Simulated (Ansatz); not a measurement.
A nudged elastic band was laid between two geometries of BrH + ClFGeH2 (7 atoms, charge 0, multiplicity 1).

All numbers below come from RKS B3LYP/def2-SVP in Ansatz 0.2.0.

| Item | Value |
| --- | --- |
| movable images | 7 |
| climbing image | yes |
| spring | 5.0 eV/Å² |
| optimiser | quadratic models (default) |
| start path | through a guess of the saddle point |
| force threshold | 0.05 eV/Å |
| iteration limit | 60 |
| end points | relaxed |

Initial state:

```xyz
7
Properties=species:S:1:pos:R:3
Ge 0.380 -0.063 -0.111
Cl 0.231 -0.380 2.037
H 1.812 0.380 -0.423
H -0.776 0.842 -0.544
F 0.143 -1.619 -0.853
Br -3.584 0.584 1.719
H -2.284 0.149 2.140
```

Final state:

```xyz
7
Properties=species:S:1:pos:R:3
Ge -0.346 -0.266 -0.353
Cl -0.183 1.148 3.024
H 0.776 -0.972 0.410
H -0.290 1.256 -0.508
F -0.369 -0.939 -1.961
Br -2.390 -0.846 0.610
H -1.277 0.513 2.744
```

(1) What changes between the two ends?

(2) Give the energies along the band, and the barrier.

(3) What is the geometry of the highest image?

(4) What are the harmonic wavenumbers there?

Results:

(1) Bonds broken: Ge1–Cl2, Br6–H7. Bonds formed: Ge1–Br6, Cl2–H7. BrH + ClFGeH2 becomes BrFGeH2 + ClH.

(2) The run converged. The highest image is number 5 of 0 to 8, 1.28 eV above the first end and 1.31 eV above the last; the last end lies 0.03 eV below the first. A vibrational analysis at the climbing image gives one clearly imaginary mode, 419i cm⁻¹: a first-order saddle point. The orbitals stay closed-shell, which can raise the energy where a bond breaks towards radicals; this wasn't checked here.

```json
{"image": "0", "path coordinate (Å)": "0.00", "energy (eV)": "0.00", "Ge1–Cl2 (Å)": "2.18", "Br6–H7 (Å)": "1.43", "Ge1–Br6 (Å)": "4.41"}
{"image": "1", "path coordinate (Å)": "0.77", "energy (eV)": "0.00", "Ge1–Cl2 (Å)": "2.18", "Br6–H7 (Å)": "1.43", "Ge1–Br6 (Å)": "4.42"}
{"image": "2", "path coordinate (Å)": "1.53", "energy (eV)": "0.01", "Ge1–Cl2 (Å)": "2.18", "Br6–H7 (Å)": "1.43", "Ge1–Br6 (Å)": "4.44"}
{"image": "3", "path coordinate (Å)": "2.30", "energy (eV)": "0.11", "Ge1–Cl2 (Å)": "2.19", "Br6–H7 (Å)": "1.44", "Ge1–Br6 (Å)": "3.95"}
{"image": "4", "path coordinate (Å)": "3.06", "energy (eV)": "0.66", "Ge1–Cl2 (Å)": "2.26", "Br6–H7 (Å)": "1.45", "Ge1–Br6 (Å)": "3.34"}
{"image": "5", "path coordinate (Å)": "3.83", "energy (eV)": "1.28", "Ge1–Cl2 (Å)": "2.50", "Br6–H7 (Å)": "1.60", "Ge1–Br6 (Å)": "2.75"}
{"image": "6", "path coordinate (Å)": "4.43", "energy (eV)": "0.61", "Ge1–Cl2 (Å)": "2.85", "Br6–H7 (Å)": "2.00", "Ge1–Br6 (Å)": "2.46"}
{"image": "7", "path coordinate (Å)": "5.03", "energy (eV)": "0.07", "Ge1–Cl2 (Å)": "3.30", "Br6–H7 (Å)": "2.33", "Ge1–Br6 (Å)": "2.36"}
{"image": "8", "path coordinate (Å)": "5.63", "energy (eV)": "-0.03", "Ge1–Cl2 (Å)": "3.66", "Br6–H7 (Å)": "2.76", "Ge1–Br6 (Å)": "2.33"}
```

(3) 
```xyz
7
Properties=species:S:1:pos:R:3:forces:R:3
Ge -0.115 0.014 -0.020 -0.01 0.03 0.02
Cl -0.015 0.650 2.392 0.02 0.00 0.00
H 1.304 -0.539 0.140 0.00 -0.01 0.01
H -0.445 1.425 -0.501 0.00 0.00 -0.01
F -0.682 -1.062 -1.286 -0.01 -0.01 -0.02
Br -2.546 -0.645 1.084 0.00 -0.01 0.00
H -1.580 0.051 2.155 0.00 0.00 0.00
```

(4) 419i, 54, 152, 218, 278, 416, 493, 573, 696, 747, 766, 893, 1237, 2165, 2214 cm⁻¹.

The run took 3.3 min on 4 threads of Intel(R) Xeon(R) Platinum 8488C (Sapphire Rapids), on a shared host, peak memory 0.32 GiB.
